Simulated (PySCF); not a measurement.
Species: C6H13Si (doublet state).
Geometry (GFN2-xTB, Å), atoms numbered from 1 in this order:
```
atom  x, y, z in Å
C1     3.6767    0.4953    0.4912
C2     2.4958   -0.0070   -0.2203
C3     1.2467    0.0394    0.7014
Si4   -0.3046   -0.6023   -0.1701
C5    -1.3662    0.5877   -1.1724
C6    -1.9854    0.1903    0.1806
C7    -3.2640   -0.6066    0.1362
H8     4.2311   -0.1512    1.1448
H9     3.8578    1.5510    0.5599
H10    2.6443   -1.0426   -0.5348
H11    2.2891    0.6001   -1.1045
H12    1.0960    1.0672    1.0337
H13    1.4571   -0.5527    1.5929
H14   -0.2728   -1.9965   -0.5924
H15   -1.9036    0.2350   -2.0417
H16   -1.0885    1.6277   -1.2797
H17   -2.0400    1.0005    0.9010
H18   -3.4903   -1.0324    1.1120
H19   -4.1013    0.0270   -0.1590
H20   -3.1830   -1.4192   -0.5817
```

The hyperfine couplings belong to this conformer and change with its torsions.

The species is `[CH2]CC[Si@@H]1C[C@H]1C` [radical].

The calculation used UKS B3LYP, pcH-1 on C H Si, non-relativistic, mean-field spin-orbit, GIAO (PySCF). Isolated species at its GFN2-xTB geometry (one conformer only). Couplings are sensitive to structure, and on GFN2-xTB geometries they can be far from those on DFT ones. No stability test was run, so a lower SCF solution isn't excluded.

The largest Mulliken spin populations are on C1 (+1.07) and C2 (-0.08). No atom but C1 exceeds +0.15. The angles at C1 add up to 358.3°, so it is nearly planar; its axial dipolar tensor and the negative couplings of its protons fit spin in a p orbital normal to that plane.

(1) Find Q in a(H) = Q·ρ(C) for the protons on the planar carbons that carry spin.

(2) How do the β-proton couplings of this frozen conformer go with θ, the angle between the C–H bond and the normal to the plane of the spin centre's three neighbours, both seen down the bond from centre to carbon?

Answers

(1) 
| H | C | ρ(C) | a(H) (G) | a/ρ (G) |
| --- | --- | --- | --- | --- |
| H8 | C1 | +1.073 | -21.61 | -20.1 |
| H9 | C1 | +1.073 | -21.62 | -20.1 |

These protons share one ρ (within 0.01), so their mean ratio, Q = -20.1 G, is no test of linearity. In every row coupling and population have opposite signs.

(2) 
| β H | on | centre | θ (°) | cos²θ | a (G) |
| --- | --- | --- | --- | --- | --- |
| H10 | C2 | C1 | 61 | 0.24 | +11.11 |
| H11 | C2 | C1 | 60 | 0.25 | +11.18 |

Couplings in gauss use g_iso = 2.0026.

The run took 1.9 min wall (with the writing of density and orbital grids) on one thread, Arm Neoverse V2 (aarch64), shared host with 96 logical CPUs at a one-minute load of 50, and the process peaked at 1.1 GiB of memory.
